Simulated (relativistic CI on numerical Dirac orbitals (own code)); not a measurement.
# What each ingredient does to the levels of Eu²³⁺

Base calculation: Dirac-Coulomb-Breit CI, KLI orbitals optimised for each configuration, model QED (radiative potential, 1s self-energy scaled to tabulated hydrogen-like ionisation energies), unscaled Slater integrals.

Configurations in the expansion (outside the closed core [Ar] 3d10): 4s2 4p6 4d4, 4s2 4p5 4d5, 4s2 4p6 4d3 4f, 4s 4p6 4d5, 4s 4p6 4d4 4f, 4s2 4p6 4d3 5s, 4s2 4p6 4d3 5p, 4s2 4p6 4d2 4f 5s, 4s2 4p6 4d3 5d, 4s2 4p6 4d2 5s 5p, 4s2 4p6 4d3 6s, 4p6 4d6, 4p5 4d7, 4s2 4p6 4d2 5s2, 4s2 4p6 4d 4f 5s2, 4s 4p6 4d2 4f 5s2, 4s2 4p6 4d 5s2 5p. Double excitations out of closed p, d and f shells are left out; levels of such configurations are missing from the list, as are those of other unlisted configurations, and high levels can miss mixing partners.

Variants: (1) configuration mixing switched off; (2) one mean potential for all configurations. Shifts of the energy above 4s2 4p6 4d4 3P_0, in cm⁻¹, for the lowest level and the first level of each name with at least 55 % of one term (blank where a level changes its place among those of its configuration and J or its character, or is not in the variant):

```
            Level     Base   Δ(1)  Δ(2)
 4s2 4p6 4d4 3P_0        0      0     0
 4s2 4p6 4d4 5D_1    34261   -596    -1
 4s2 4p6 4d4 5D_2    55595   -526    -1
 4s2 4p6 4d4 5D_3    67204   -315    -1
 4s2 4p6 4d4 3G_3   110214   -103    -2
 4s2 4p6 4d4 3H_5   120103  -1168    -2
 4s2 4p6 4d4 3P_1   123339   +362    -3
 4s2 4p6 4d4 3H_6   128497  -1636    -3
 4s2 4p6 4d4 3G_4   137351   +455    -3
 4s2 4p6 4d4 3G_5   180145   -394    -4
 4s2 4p6 4d4 3D_1   180915  +1750    -4
 4s2 4p6 4d4 1I_6   185437  -1625    -4
 4s2 4p6 4d4 1S_0   199907  +3149    -4
 4s2 4p6 4d4 1G_4   242141    -22    -4
4s2 4p5 4d5 7P°_4   933087  +5169  -199
4s2 4p5 4d5 5G°_6  1012820  +5995  -205
4s2 4p5 4d5 5P°_1  1013076  +5232  -208
4s2 4p5 4d5 5H°_7  1033174  +8161  -209
4s2 4p5 4d5 5D°_0  1063600         -358
```

At this charge energies of transitions that change n are usually good to better than 1 %, and those within a shell (Δn = 0) to a few per cent. Terms inside the open d or f shell come out 10 to 20 % too wide with unscaled integrals.

Ionisation energy from the two ground configurations alone: base 755.134 eV. The NIST ASD value (theoretical) is 755 eV.

LS names give the leading component of a level, which can be under half, so a name can repeat, a term be missing and a line seem to break the LS rules.
